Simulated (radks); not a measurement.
Values are calculated unless marked as measured or tabulated.
Question: Br, configuration [Ar] 3d10 4s2 4p5. Code: a radial shooting solver on a logarithmic mesh with Libxc functionals. Model: scalar-relativistic Kohn-Sham, LDA (Slater exchange, VWN5 correlation), spin-unpolarised, spherical densities, point nucleus; hard spherical wall at 15 bohr. Some entries of the table are withheld. Estimate them.

| orbital | occ. | eigenvalue (Ry) | <r> (bohr) |
|---|---|---|---|
| 1s | 2 | -977.2323 | 0.04280 |
| 2s | 2 | -127.1926 | 0.1898 |
| 2p | 6 | -112.2950 | 0.1656 |
| 3s | 2 | -17.43376 | (1) |
| 3p | 6 | -12.73085 | 0.5649 |
| 3d | 10 | -4.92463 | 0.5909 |
| 4s | 2 | (2) | 1.670 |
| 4p | 5 | -0.58829 | 2.102 |
| 5s | 0 | -0.02875 | 6.192 |
| 5p | 0 | 0.05486 | 8.069 |
| 4d | 0 | 0.10754 | 8.162 |

Answer: 
(1) 3s <r> (bohr): 0.5526
(2) 4s eigenvalue (Ry): -1.49370
